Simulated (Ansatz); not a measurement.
Reaction (isomerisation): `OC1(F)C=N[SiH2]1` → `C[SiH](F)N=C=O`

Program: Ansatz. Geometries: PBE0-D4/def2-TZVP. ΔE: electronic, gas phase. CBS: MP2 limit from def2 TZ/QZ plus the TZ coupled-cluster correction, frozen cores. Functionals use def2-TZVPP. Each species was taken in one conformer, which may not be the lowest.

Question: Is it downhill or uphill in electronic energy at CCSD(T)/CBS, and by how much? (Best estimate.)

Answer: Ansatz gave: Downhill: ΔE = -4.85 eV.

Question: What do these levels give: PBE-D4, PBE0-D4, B2PLYP, PBE0, SCS-MP2/def2-TZVPP, CCSD/CBS(def2)? (Estimate.)

Answer: Computed: PBE-D4 -4.75, PBE0-D4 -4.79, B2PLYP -5.10, PBE0 -4.81, SCS-MP2/def2-TZVPP -5.06, CCSD/CBS(def2) -4.87 eV.

Largest T1 diagnostic among the species: 0.014.

In def2-TZVPP, CCSD(T) changes the Hartree–Fock value by +0.38 eV (the triples alone add +0.03 eV) and MP2 by +0.12 eV. From PBE to PBE0 (25 % exact exchange), in def2-TZVPP and without D4, ΔE moves by −0.04 eV.
